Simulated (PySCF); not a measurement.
PySCF 2.14 output of an unrestricted LC-wPBE calculation on a single atom or ion in x2c-TZVPPall with one added diffuse shell each of s, p, d, f type (7s6p5d3f1g, 80 functions), with the spin-free X2C one-electron Hamiltonian (Gaussian nucleus):

```
SCF conv_tol = 1e-09
number electrons alpha = 12  beta = 9
    O. A. Vydrov and G. E. Scuseria.,  J. Chem. Phys. 125, 234109 (2006)
cycle= 1 E= -947.810236146855  delta_E= -0.00668  |g|= 0.0167  |ddm|= 0.117
cycle= 2 E= -947.810543083599  delta_E= -0.000307  |g|= 0.0057  |ddm|= 0.0376
cycle= 3 E= -947.810626242577  delta_E= -8.32e-05  |g|= 0.00327  |ddm|= 0.0208
cycle= 4 E= -947.810658165821  delta_E= -3.19e-05  |g|= 0.00268  |ddm|= 0.00707
cycle= 5 E= -947.810701591805  delta_E= -4.34e-05  |g|= 0.00222  |ddm|= 0.00915
cycle= 6 E= -947.810791947826  delta_E= -9.04e-05  |g|= 0.000793  |ddm|= 0.0303
cycle= 7 E= -947.810800896985  delta_E= -8.95e-06  |g|= 0.000222  |ddm|= 0.011
cycle= 8 E= -947.810801232778  delta_E= -3.36e-07  |g|= 5.3e-05  |ddm|= 0.00209
cycle= 9 E= -947.81080124107  delta_E= -8.29e-09  |g|= 1.85e-05  |ddm|= 0.00039
cycle= 10 E= -947.810801241699  delta_E= -6.29e-10  |g|= 5.43e-06  |ddm|= 0.000113
converged SCF energy = -947.810801241699  <S^2> = 3.750465  2S+1 = 4.0002325
```

The run itself started from symmetry-adapted Hartree-Fock orbitals and held the occupation by maximum overlap, on a logarithmic radial grid, so the iterations belong to that start.

Question: Which element, charge and spin multiplicity is this?

Answer: V(2+) (vanadium, charge +2), multiplicity 4; the state was [Ar] 3d2 4p1, one real determinant (an excited configuration).

⟨L²⟩ = 13.94 against 20 for a pure G term, so this real determinant mixes terms.
